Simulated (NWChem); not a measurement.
C$_{4}$H$_{8}$S$_{2}$; SMILES C1SCCCS1

```xyz
14

C     -1.6939    -0.2942     0.0000
C     -1.0730     0.2575    -1.2764
S      0.6620    -0.2172    -1.5286
C      1.3475     0.4671     0.0000
S      0.6620    -0.2172     1.5286
C     -1.0730     0.2575     1.2764
H     -1.6181    -1.3937     0.0000
H     -2.7686    -0.0381     0.0000
H     -1.1537     1.3586    -1.3054
H     -1.6009    -0.1274    -2.1619
H      1.2456     1.5654     0.0000
H      2.4207     0.2273     0.0000
H     -1.6009    -0.1274     2.1619
H     -1.1537     1.3586     1.3054
```
Atoms are numbered in this order, from 1.

Results from NWChem. Pople sets run with spherical d functions. The geometry was optimised at PBE0/def2-SVP.

Q: Taking B3LYP/def2-TZVP as the yardstick, which of these has the fewest basis functions while keeping “highest occupied level (eV)” within 0.2 eV of it: B3LYP/STO-3G; B3LYP/6-311++G**; B3LYP/def2-SVP; B3LYP/def2-SVPD; B3LYP/6-31G*; B3LYP/3-21G; B3LYP/6-31+G*?

A: B3LYP/3-21G.
```csv
level,basis functions,highest occupied level (eV),relative time (rough)
B3LYP/STO-3G,46,-2.78,1
B3LYP/3-21G,78,-5.98,1
B3LYP/6-31G*,108,-5.89,4
B3LYP/6-31+G*,132,-6.06,7
B3LYP/def2-SVP,132,-5.86,4
B3LYP/def2-SVPD,198,-6.10,7
B3LYP/6-311++G**,204,-6.09,6
B3LYP/def2-TZVP,246,-6.02,10
```

The yardstick is one finite set, not the basis-set limit.
